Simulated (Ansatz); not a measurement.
`[CH3][GeH2][CH](F)F` and `O[SiH2]C(F)F` differ in one atom or group.

Ansatz, PBE0-D4/def2-TZVP geometries, multiplicity 1. Each molecule was computed in one conformer, which needn't be the lowest.

Scalar relativity is left out up to krypton.

```
                                          property  `[CH3][GeH2][CH](F)F`
             HOMO energy (ωB97M-V/def2-TZVPP) / eV                 -10.52
               HOMO energy (B3LYP/def2-TZVPP) / eV                  -8.05
size of the dipole moment (ωB97M-V/def2-TZVPP) / D                   2.40
              HOMO–LUMO gap (PBE0/def2-TZVPP) / eV                   8.93
             HOMO–LUMO gap (B3LYP/def2-TZVPP) / eV                   8.43
               HOMO–LUMO gap (PBE/def2-TZVPP) / eV                   6.64
```

Q: What does the change do to each property? (Estimate.)

A: Ansatz gave: 
```json
{"property": "HOMO energy (ωB97M-V/def2-TZVPP) / eV", "`O[SiH2]C(F)F`": "-10.76", "shift": "-0.24"}
{"property": "HOMO energy (B3LYP/def2-TZVPP) / eV", "`O[SiH2]C(F)F`": "-8.25", "shift": "-0.20"}
{"property": "size of the dipole moment (ωB97M-V/def2-TZVPP) / D", "`O[SiH2]C(F)F`": "1.27", "shift": "-1.13"}
{"property": "HOMO–LUMO gap (PBE0/def2-TZVPP) / eV", "`O[SiH2]C(F)F`": "8.30", "shift": "-0.63"}
{"property": "HOMO–LUMO gap (B3LYP/def2-TZVPP) / eV", "`O[SiH2]C(F)F`": "7.83", "shift": "-0.60"}
{"property": "HOMO–LUMO gap (PBE/def2-TZVPP) / eV", "`O[SiH2]C(F)F`": "5.83", "shift": "-0.81"}
```

With PBE0 the HOMO falls by 0.19 eV and the LUMO falls by 0.82 eV, so the gap narrows by about 0.63 eV. PBE moves the HOMO by -0.09 eV and ωB97M-V by -0.24 eV. Dipoles are sizes alone; their direction can turn.

B3LYP here is the variant with VWN-RPA as its local correlation; programs differ in this.
